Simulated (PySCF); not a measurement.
Identify the compound

The spectra below were simulated for a compound C6H15PSi.

1H NMR (500 MHz, computed): δ 3.73 (m, 3H), 3.20 (m, 1H), 2.61 (m, 1H), 2.23 (m, 1H), 2.08 (m, 1H), 1.64 (m, 3H), 1.21 (d, 3H), 0.66 (m, 2H).

13C{1H} NMR (computed): δ 49.8, 42.5, 25.8, 24.8, 22.4, 16.5.

[PySCF 2.14.0 with density-fitted response routines: σ from GIAO-PBE0/pcSseg-1; GFN2-xTB structure; non-relativistic; no solvent; rapidly exchanging positions averaged; one conformer]

References, each an isolated molecule treated in the same way: 1H and 13C against TMS.

Problem. Choose the structure that fits.
A. CC(C)C1CP([SiH3])C1
B. CCCP1CC([SiH3])C1
C. C=[P@@]1(C)C[C@@H](C)[C@H]1[SiH3]

Solution. C. 

- 6 carbon signals for 6 carbons: no two carbons are equivalent.
- Carbon types of the structure: 2 × CH, 2 × CH2, 2 × CH3, leaving 3 H on heteroatoms.
- δC 25.8: sp3 CH in a ring; aliphatic region, no heteroatom directly attached.
- δC 24.8: methyl carbon; saturated and bonded to C and H only.
- δC 16.5: carbon double-bonded to a heavier main-group atom.
- δH 2.61: hydrogen on an sp3 CH bonded to P and Si.
- δH 1.21: hydrogen on a methyl carbon; far from electronegative atoms and π systems.

The others: CCCP1CC([SiH3])C1 would give 5 carbon signals, not 6; CC(C)C1CP([SiH3])C1 would give 4 carbon signals, not 6.

Splittings by 31P in the carbon and heteronuclear signals aren't shown, as no couplings were computed. Shifts are as computed. Against solution values, carbons near 30 ppm lie about +3 ppm off and those near 130 ppm about +5 ppm. Of 1211 compounds with measured shifts, 218 miss one by over three times the rms of a fit or turn the order of signals round; such compounds aren't used in these exercises. No couplings were computed; multiplicities are counted from neighbouring protons, with m where these are inequivalent, close in shift, in a saturated or five-membered ring or joined by F or P, and br s for small geminal =CH2 splittings.
